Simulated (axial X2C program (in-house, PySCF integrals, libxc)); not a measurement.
# Bond lengths and stretching modes, held linear, of ClWCl⁺

Calculated with an axial X2C code built on PySCF integrals: two-component X2C with atomic mean-field Coulomb and Gaunt terms, Gaussian nuclei, basis Cl dyall-av3z, W dyall-v3z with contracted cores. Spin-free rows use the one-electron spin-free X2C Hamiltonian.

Masses Cl 34.969, W 183.951, Cl 34.969 u. States: 2c Ω = 3/2 (beyond evenly filled blocks: ω = 1/2, ω = -3/2, ω = 5/2); spin-free M_S = 3/2, Λ = 0 (beyond evenly filled blocks: σα, δ+α, δ-α).

HF, spin-free: energies above the lowest point

| r(Cl–W) (Å) | r(W–Cl) (Å) | E (meV) |
| --- | --- | --- |
| 2.1235 | 2.1235 | 169.75 |
| 2.1235 | 2.1780 | 80.48 |
| 2.1235 | 2.2324 | 71.01 |
| 2.1780 | 2.1235 | 80.48 |
| 2.1780 | 2.1780 | 0.81 |
| 2.1780 | 2.2324 | 0.00 |
| 2.1780 | 2.2869 | 61.98 |
| 2.2324 | 2.1235 | 71.01 |
| 2.2324 | 2.1780 | 0.00 |
| 2.2324 | 2.2324 | 7.00 |
| 2.2869 | 2.1780 | 61.98 |
| 2.2869 | 2.2869 | 151.46 |

Task: Fit a quadratic surface with cubic terms in each bond: where is the minimum, and what are the two stretching wavenumbers?

Result: At HF, spin-free: bonds 2.203 and 2.203 Å; harmonic stretches 454.8 and 478.3 cm⁻¹; force constants 3.84, 3.84 and coupling 0.42 mdyn/Å.

The other levels and Hamiltonians give:

```json
{"Hamiltonian": "2c", "level": "PBE0", "r(Cl–W) (Å)": "2.178", "r(W–Cl) (Å)": "2.178", "lower stretch (cm⁻¹)": "451.1", "upper stretch (cm⁻¹)": "481.9"}
{"Hamiltonian": "2c", "level": "HF", "r(Cl–W) (Å)": "2.204", "r(W–Cl) (Å)": "2.204", "lower stretch (cm⁻¹)": "452.9", "upper stretch (cm⁻¹)": "477.5"}
{"Hamiltonian": "2c", "level": "BHandHLYP", "r(Cl–W) (Å)": "2.185", "r(W–Cl) (Å)": "2.185", "lower stretch (cm⁻¹)": "454.6", "upper stretch (cm⁻¹)": "483.7"}
{"Hamiltonian": "2c", "level": "MP2", "r(Cl–W) (Å)": "2.186", "r(W–Cl) (Å)": "2.186", "lower stretch (cm⁻¹)": "455.1", "upper stretch (cm⁻¹)": "485.3"}
{"Hamiltonian": "spin-free", "level": "PBE0", "r(Cl–W) (Å)": "2.177", "r(W–Cl) (Å)": "2.177", "lower stretch (cm⁻¹)": "452.5", "upper stretch (cm⁻¹)": "482.6"}
{"Hamiltonian": "spin-free", "level": "BHandHLYP", "r(Cl–W) (Å)": "2.184", "r(W–Cl) (Å)": "2.184", "lower stretch (cm⁻¹)": "456.8", "upper stretch (cm⁻¹)": "484.7"}
{"Hamiltonian": "spin-free", "level": "MP2", "r(Cl–W) (Å)": "2.185", "r(W–Cl) (Å)": "2.185", "lower stretch (cm⁻¹)": "456.9", "upper stretch (cm⁻¹)": "486.3"}
```

Each state is one determinant, the lowest of a limited PBE0 search; the stretches come from a fit to these few points and carry an uncertainty of a few per cent. Other orders of the atoms were not compared. MP2 freezes inner shells (threshold -2 hartree). The molecule was held linear; bending was not examined, so a bent shape may lie lower. Note: several unpaired electrons, one determinant need not be a pure state.
